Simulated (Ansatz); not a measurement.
`[BH2][GeH2][SiH3]` + H₂S → `[SiH3][GeH2][SH]` + BH₃ at 298.15 K and 1 bar (cleavage of the Ge–B bond).

Program: Ansatz. Geometries: PBE0-D4/def2-TZVP. ΔE: electronic, gas phase. CCSD(T)/CBS adds triple-zeta CCSD(T) − MP2 to the extrapolated MP2 energy (def2 sets, frozen cores). This one scheme is used for every species. For Ge outer-core shells are correlated without core-valence functions, which leaves a few kJ/mol of doubt a bond. Scalar relativity is left out up to krypton. One conformer a species, not always the lowest.

```csv
species,CCSD(T)/CBS energy (Eh),H − E (kJ/mol),S (J/(mol·K))
`[BH2][GeH2][SiH3]`,-2394.15199,179.0,345.3
H₂S,-398.97279,49.9,205.7
`[SiH3][GeH2][SH]`,-2766.58811,151.5,354.0
BH₃,-26.55200,78.7,188.3
```

H − E and S are ideal-gas, rigid-rotor, harmonic terms from PBE0-D4/def2-TZVP, for one conformer and one mirror image of each species. 1 Eh = 2625.50 kJ/mol, R = 8.31446 J/(mol·K).

**Question.** By hand: ΔE, ΔH, ΔS and ΔG.

**Answer.** ΔE = (-2766.58811) + (-26.55200) − (-2394.15199) − (-398.97279) = -0.01533 Eh = -40.2 kJ/mol. Δ(H − E) = 151.5 + 78.7 − 179.0 − 49.9 = 1.3, so ΔH = -38.9 kJ/mol. ΔS = 354.0 + 188.3 − 345.3 − 205.7 = -8.7 J/(mol·K). ΔG = -38.9 − 298.15 × (-8.7)/1000 = -36.3 kJ/mol.

**Question.** By hand: the equilibrium constant, and the temperature at which ΔG would vanish if ΔH and ΔS stayed fixed.

**Answer.** log₁₀ K = −ΔG/(RT ln 10) = 6.4. ΔG = 0 at ΔH/ΔS = 4471 K, far beyond where these terms or the molecules hold.

The number of gas molecules stays the same, so ΔS is small and ΔH decides. A doubt of 5 kJ/mol in ΔE shifts log₁₀ K by 0.9 here. Other conformers and mirror images would add mixing entropy, several J/(mol·K) or more a flexible species. These are equilibria of isolated gas molecules and say nothing of rates. Largest T1 diagnostic: 0.013 (customary marks: 0.02 for closed shells, 0.045 for open ones).
